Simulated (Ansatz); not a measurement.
One change: `C[Si]Br` becomes `C[SiH]`.

Ansatz, PBE0-D4/def2-TZVP geometries, multiplicity 1. 

Scalar relativity is left out up to krypton. Spin–orbit coupling is left out; it splits and shifts lone-pair levels of the heavy atoms by tenths of an eV.

| property | `C[Si]Br` |
| --- | --- |
| LUMO energy (PBE/def2-TZVPP) / eV | -3.42 |
| size of the dipole moment (ωB97M-V/def2-TZVPP) / D | 1.95 |
| zero-point energy (PBE0-D4/def2-TZVP) / kJ/mol | 95.8 |
| HOMO energy (ωB97M-V/def2-TZVPP) / eV | -8.75 |
| HOMO energy (PBE0/def2-TZVPP) / eV | -6.68 |
| HOMO–LUMO gap (B3LYP/def2-TZVPP) / eV | 3.70 |

Q: What does the change do to each property? (Estimate.)

A: The calculation gave: 
| property | `C[SiH]` | shift |
| --- | --- | --- |
| LUMO energy (PBE/def2-TZVPP) / eV | -3.41 | 0.01 |
| size of the dipole moment (ωB97M-V/def2-TZVPP) / D | 0.98 | -0.97 |
| zero-point energy (PBE0-D4/def2-TZVP) / kJ/mol | 109.3 | 13.5 |
| HOMO energy (ωB97M-V/def2-TZVPP) / eV | -8.39 | 0.36 |
| HOMO energy (PBE0/def2-TZVPP) / eV | -6.30 | 0.38 |
| HOMO–LUMO gap (B3LYP/def2-TZVPP) / eV | 3.41 | -0.29 |

With PBE0 the HOMO rises by 0.38 eV and the LUMO rises by 0.10 eV, so the gap narrows by about 0.28 eV. PBE moves the HOMO by 0.36 eV and ωB97M-V by 0.36 eV. Dipoles are sizes alone; their direction can turn.

B3LYP here is the variant with VWN-RPA as its local correlation; programs differ in this.
